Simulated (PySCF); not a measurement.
Molecular orbitals of LaSi

PBE0 at R = 2.608 Å; PySCF, scalar-relativistic core potentials, basis sets La def2-TZVPP with ECP46, Si def2-TZVPP. State: quartet, about 0.0 electrons in the 4f shell (Mulliken). Only the outer orbitals are listed, counted within each symmetry, core potentials removing the inner ones.

```
spin  orbital  occ.  ε (eV)  on La (%)            main shells (%)
   α       5σ     1  -23.97         96                    96 La p
   α       2π     1  -23.86        100                   100 La p
   α       2π     1  -23.72        100                   100 La p
   α       6σ     1  -11.44         12                    88 Si s
   α       7σ     1   -5.32         34           61 Si p, 26 La d
   α       3π     1   -5.26         38           61 Si p, 34 La d
   α       3π     1   -4.68         46           52 Si p, 43 La d
   α       8σ     1   -4.06        100           67 La s, 31 La d
   α       1δ     0   -1.83         99           85 La d, 11 La s
   α       1δ     0   -1.82         99                    99 La d
   α       4π     0   -1.53         86  47 La p, 39 La d, 13 Si p
   β       2π     1  -23.48        100                   100 La p
   β       2π     1  -23.18        100                   100 La p
   β       5σ     1  -23.09         97                    97 La p
   β       6σ     1   -9.83         12                    88 Si s
   β       3π     1   -4.29         44           55 Si p, 41 La d
   β       7σ     0   -2.24         60  41 La s, 37 Si p, 10 La d
   β       3π     0   -2.19         47           52 Si p, 45 La d
   β       8σ     0   -1.74         90  49 La d, 40 La s, 10 Si p
```

Question: Which are the highest filled and the lowest empty level, where do they sit, and how wide is the gap?

Answer: Highest filled α 8σ at -4.06 eV (in %: 67 La s, 31 La d); lowest empty β 7σ at -2.24 eV (in %: 41 La s, 37 Si p, 10 La d); the gap at PBE0 is 1.82 eV.

```json
{
 "bond order (Mayer)": "2.23",
 "⟨S²⟩": "3.757",
 "charge on La (Mulliken, basis-dependent)": "0.23",
 "charge on La (Löwdin, basis-dependent)": "-0.21",
 "dipole moment (positive dipole means La(−)Si(+))": "-5.07 D",
 "polarisability along the bond": "219.4 bohr³",
 "polarisability across the bond": "202.5 bohr³"
}
```

Spin–orbit coupling is left out. With d or f electrons several states lie close, and the lowest PBE0 determinant need not be the measured ground state.
